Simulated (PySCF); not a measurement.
# Correlation energy of C⁻ (carbon, charge -1)

[He] 2s2 2p3, high-spin 4S determinant. Calculation: PySCF 2.14, in aug-cc-pCVTZ-DK with one added diffuse shell each of s, p, d, f type (8s7p5d3f, 75 functions); the spin-free X2C one-electron Hamiltonian (Gaussian nucleus). Frozen: nothing; 7 electrons correlated.

```
  level  correlation energy (mhartree)
   CCSD                        -162.69
    (T)                          -5.19
CCSD(T)                        -167.88
```

Diagnostics: T1 = 0.019, D1 = 0.0401, largest double amplitude 0.035.

Cost of the coupled-cluster step: of the order of 21 core-seconds, for 7 correlated electrons.

Iterations:

```
CC2 = 0
CCSD nocc = (np.int64(5), np.int64(2)), nmo = (75, 75)
frozen orbitals [[], []]
max_cycle = 100
direct = 0
conv_tol = 1e-08
conv_tol_normt = 1e-06
diis_space = 8
diis_start_cycle = 0
Init t2, MP2 energy = -0.145418356138811
Init E_corr(UCCSD) = -0.145418356218213
cycle = 1  E_corr(UCCSD) = -0.158298497786084  dE = -0.0128801416  norm(t1,t2) = 0.0463701
cycle = 2  E_corr(UCCSD) = -0.161108034442758  dE = -0.00280953666  norm(t1,t2) = 0.0191979
cycle = 3  E_corr(UCCSD) = -0.162218719425175  dE = -0.00111068498  norm(t1,t2) = 0.0132628
cycle = 4  E_corr(UCCSD) = -0.162839933961113  dE = -0.000621214536  norm(t1,t2) = 0.00653046
cycle = 5  E_corr(UCCSD) = -0.162691136635506  dE = 0.000148797326  norm(t1,t2) = 0.00340059
cycle = 6  E_corr(UCCSD) = -0.162673004190298  dE = 1.81324452e-05  norm(t1,t2) = 0.00141278
cycle = 7  E_corr(UCCSD) = -0.162695396123463  dE = -2.23919332e-05  norm(t1,t2) = 0.000694759
cycle = 8  E_corr(UCCSD) = -0.162695838711101  dE = -4.42587638e-07  norm(t1,t2) = 0.000230981
cycle = 9  E_corr(UCCSD) = -0.162693545261171  dE = 2.29344993e-06  norm(t1,t2) = 6.24297e-05
cycle = 10  E_corr(UCCSD) = -0.162693290567667  dE = 2.54693504e-07  norm(t1,t2) = 2.26752e-05
cycle = 11  E_corr(UCCSD) = -0.162693259729528  dE = 3.08381396e-08  norm(t1,t2) = 1.18416e-05
cycle = 12  E_corr(UCCSD) = -0.162693197183051  dE = 6.25464773e-08  norm(t1,t2) = 6.07026e-06
cycle = 13  E_corr(UCCSD) = -0.162693203571187  dE = -6.38813652e-09  norm(t1,t2) = 2.62202e-06
cycle = 14  E_corr(UCCSD) = -0.162693220340248  dE = -1.67690614e-08  norm(t1,t2) = 1.23558e-06
cycle = 15  E_corr(UCCSD) = -0.162693224289074  dE = -3.94882566e-09  norm(t1,t2) = 3.7413e-07
UCCSD converged
E(UCCSD) = -37.88608095023261  E_corr = -0.1626932242890741
UCCSD(T) correction = -0.00519087024683936
```
